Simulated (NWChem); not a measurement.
Species: KF; SMILES [K][F]

All runs: NWChem. The geometry was optimised at PBE0/def2-SVP. Total energies compare along this basis series because the functional is fixed.

| level | basis functions | energy (Ha) | highest occupied level (eV) | orbital gap (eV) | dipole (D) |
|---|---|---|---|---|---|
| Hartree-Fock/STO-3G | 18 | -691.0293 | -4.13 | 9.15 | 6.09 |
| Hartree-Fock/def2-SVP | 38 | -698.4629 | -10.67 | 10.72 | 8.51 |
| Hartree-Fock/def2-SVPD | 50 | -698.4831 | -11.41 | 11.24 | 8.87 |
| Hartree-Fock/def2-TZVP | 64 | -698.6724 | -11.27 | 11.32 | 8.75 |
| Hartree-Fock/def2-TZVPD | 76 | -698.6751 | -11.37 | 11.25 | 8.73 |
| Hartree-Fock/def2-TZVPP | 64 | -698.6724 | -11.27 | 11.32 | 8.75 |
| Hartree-Fock/def2-QZVP | 113 | -698.6917 | -11.41 | 11.31 | 8.64 |
